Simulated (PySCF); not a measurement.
C5H5Cl, SMILES C=C=C/C=C/Cl.

Geometry optimised at r2SCAN-D4/def2-SVP. The structure was generated by enumeration; whether it is a known compound was not checked. One conformer was computed; it need not be the lowest.

These are r2SCAN/def2-TZVP run with PySCF values and carry that method's errors.

Symmetry labels are those of the subgroup Cs that the program uses (full group Cs).

Computed valence orbital energies around the gap with their symmetry:
```json
[
 {"orbital": "HOMO−7", "symmetry": "A\"", "energy (eV)": "-11.47"},
 {"orbital": "HOMO−6", "symmetry": "A'", "energy (eV)": "-10.68"},
 {"orbital": "HOMO−5", "symmetry": "A'", "energy (eV)": "-9.93"},
 {"orbital": "HOMO−4", "symmetry": "A\"", "energy (eV)": "-9.49"},
 {"orbital": "HOMO−3", "symmetry": "A\"", "energy (eV)": "-7.96"},
 {"orbital": "HOMO−2", "symmetry": "A'", "energy (eV)": "-7.85"},
 {"orbital": "HOMO−1", "symmetry": "A'", "energy (eV)": "-7.04"},
 {"orbital": "HOMO", "symmetry": "A\"", "energy (eV)": "-5.69"},
 {"orbital": "LUMO", "symmetry": "A\"", "energy (eV)": "-2.04"},
 {"orbital": "LUMO+1", "symmetry": "A'", "energy (eV)": "-0.85"},
 {"orbital": "LUMO+2", "symmetry": "A'", "energy (eV)": "0.27"},
 {"orbital": "LUMO+3", "symmetry": "A\"", "energy (eV)": "0.93"}
]
```
